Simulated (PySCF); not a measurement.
C₂H₉AlOSi, SMILES [CH3][Al]([CH3])[O][SiH3].

Coordinates come from a PBE0-D3(BJ)/def2-SVP optimisation. The isomer is the one that the SMILES or the coordinates give; other isomers of the formula were not compared. Other conformers were not sampled.

Level of theory: PySCF with IEF-PCM-ωB97X/def2-SVP.

The values are the electrostatic part of the solvation free energy, E(continuum) − E(gas) at the gas-phase geometry, in a cavity of scaled van der Waals radii (PySCF's table); cavitation and dispersion terms are not included. A continuum can't describe solvent molecules that bind to the metal. In vacuum the orbital gap is 11.86 eV. The dipole moment in vacuum is 1.09 D.

Computed values in water (ε = 78.36), 2-propanol (ε = 19.26), ethylethanoate (ε = 5.99):
```csv
solvent,ε,ΔG(elec) (kcal/mol),dipole (D),gap (eV)
water,78.36,-2.9,1.28,12.16
2-propanol,19.26,-2.7,1.27,12.14
ethylethanoate,5.99,-2.2,1.24,12.08
```
